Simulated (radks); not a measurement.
Results of a calculation; reference values are marked as such.
Question: Coherent X-ray form factor from a spherical all-electron density. Code: a radial shooting solver on a logarithmic mesh with Libxc functionals. Model: scalar-relativistic Kohn-Sham, PBEsol, spin-polarised, spherical densities, finite nucleus; Fermi nuclear charge, rms radius of each element as measured or else 0.836 A^(1/3) + 0.57 fm.

| sin(theta)/lambda (1/angstrom) | f0 (electrons) |
|---|---|
| 0.05 | 14.633 |
| 0.1 | 13.661 |
| 0.15 | 12.384 |
| 0.2 | 11.100 |
| 0.25 | 9.987 |
| 0.3 | 9.100 |
| 0.4 | 7.867 |
| 0.5 | 6.998 |
| 0.6 | 6.228 |
| 0.8 | 4.771 |
| 1 | 3.563 |
| 1.25 | 2.533 |
| 1.5 | 1.938 |
| 2 | 1.412 |

The species is in the configuration that NIST lists as its ground one. Which atom or ion scatters so?

Answer: The sulfur ion S+, [Ne] 3s2 3p3. Extrapolating in s^2 from the first two rows gives f0(0) = 15.0, near the electron count 15; among species with that count, the fall with angle is slower the higher Z, and the table is that of Z = 16; from so few rows the species is fixed only to a neighbour or two.
